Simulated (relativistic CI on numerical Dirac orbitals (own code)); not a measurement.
# One change at a time: Os15+

Base calculation: Dirac-Coulomb-Breit CI, orbitals from a KLI potential per configuration, model QED (radiative potential, 1s self-energy scaled to tabulated hydrogen-like ionisation energies), unscaled Slater integrals.

Configurations in the expansion (outside the closed core [Kr]): 4d¹⁰4f¹³5s², 4d¹⁰4f¹⁴5s, 4d¹⁰4f¹³5s5p, 4d¹⁰4f¹²5s²5p, 4d¹⁰4f¹⁴5p, 4d¹⁰4f¹²5s5p², 4d¹⁰4f¹³5s5d, 4d¹⁰4f¹⁴5d, 4d¹⁰4f¹²5s²5d, 4d¹⁰4f¹¹5s²5p5d, 4d¹⁰4f¹³5s5f, 4d¹⁰4f¹³5p5d, 4d¹⁰4f¹⁴6s, 4d⁹4f¹⁴5s², 4d¹⁰4f¹³5s5g, 4d¹⁰4f¹⁴5f, 4d¹⁰4f¹¹5s²5p6s, 4d¹⁰4f¹²5s²6s, 4d¹⁰4f¹³5p6s, 4d¹⁰4f¹²5s5d², 4d¹⁰4f¹³5s6s, 4d¹⁰4f¹²5s²5f, 4d¹⁰4f¹²5s²6p, 4d¹⁰4f¹⁴5g, 4d¹⁰4f¹³5s6p, 4d¹⁰4f¹²5s5d6s, 4d¹⁰4f¹²5s²6d, 4d¹⁰4f¹³5p², 4d¹⁰4f¹²5p³, 4d¹⁰4f¹²5p²5d. Double excitations out of closed p, d and f shells are left out; levels of such configurations are missing from the list, as are those of other unlisted configurations, and high levels can miss mixing partners. Some configurations lack a partner that the ground configuration has and come out too high, among them 4d⁹4f¹⁴5s², 4d¹⁰4f¹²5s²6s, 4d¹⁰4f¹²5s²5f, 4d¹⁰4f¹²5s²6p, 4d¹⁰4f¹²5s²6d.

Variants: (1) P86 correlation estimate; (2) configuration mixing switched off; (3) non-relativistic limit. Shifts of the energy above 4d¹⁰4f¹³5s² ²F°7/2, in cm⁻¹, for the lowest level and the first level of each name with at least 55 % of one term (blank where a level changes its place among those of its configuration and J or its character, or is not in the variant):

| Level | Base | Δ(1) | Δ(2) | Δ(3) |
| --- | --- | --- | --- | --- |
| 4d¹⁰4f¹³5s² ²F°7/2 | 0 | 0 | 0 | 0 |
| 4d¹⁰4f¹³5s² ²F°5/2 | 22082 | 0 | +58 | -22082 |
| 4d¹⁰4f¹⁴5s ²S1/2 | 91685 | -5344 | -4971 | -277620 |
| 4d¹⁰4f¹²5s²5p ⁴G°11/2 | 201478 | +5808 | -5106 | +243425 |
| 4d¹⁰4f¹²5s²5p ⁴I°11/2 | 225512 | +5808 | -5109 | +229992 |
| 4d¹⁰4f¹²5s²5p ²K°13/2 | 272901 | +5809 | -5000 |  |
| 4d¹⁰4f¹²5s²5p ⁴D°1/2 | 275204 | +5797 | -4751 | +192843 |
| 4d¹⁰4f¹²5s²5p ⁴P°1/2 | 275834 | +5807 | -4852 | +225972 |
| 4d¹⁰4f¹²5s²5p ²H°11/2 | 275880 | +5808 | -4887 |  |
| 4d¹⁰4f¹²5s²5p ⁴I°15/2 | 344919 | +5816 | -3655 | +110586 |
| 4d¹⁰4f¹²5s²5p ²P°1/2 | 350171 | +4832 | -1055 | +160221 |
| 4d¹⁰4f¹²5s²5p ⁴H°13/2 | 361010 | +5816 | -3586 | +112671 |
| 4d¹⁰4f¹²5s²5p ⁴I°13/2 | 369011 | +5815 | -3683 |  |
| 4d¹⁰4f¹³5s5p ⁴G11/2 | 392779 | +1514 | -5883 | -176044 |

At this charge transitions that keep the count of f electrons are usually good to a few per cent. Terms inside the open d or f shell come out 10 to 20 % too wide with unscaled integrals. Levels and lines within the n = 5 or 6 shells can be off by up to 10 % or somewhat more, and those that change n by about 2 %, since core polarisation is missing. Levels that differ in their count of f electrons can be misplaced by several ten thousand cm⁻¹, since the correlation energy of f electrons is missing or only estimated; rates across such gaps can be off by orders of magnitude.

Ionisation energy from one configuration of each of the two ions, the ground ones as tabulated or assumed: base 366.681 eV; P86 correlation estimate 368.627 eV. The NIST ASD value (theoretical) is 367 ± 19 eV.

LS names give the leading component of a level, which can be under half, so a name can repeat, a term be missing and a line seem to break the LS rules.
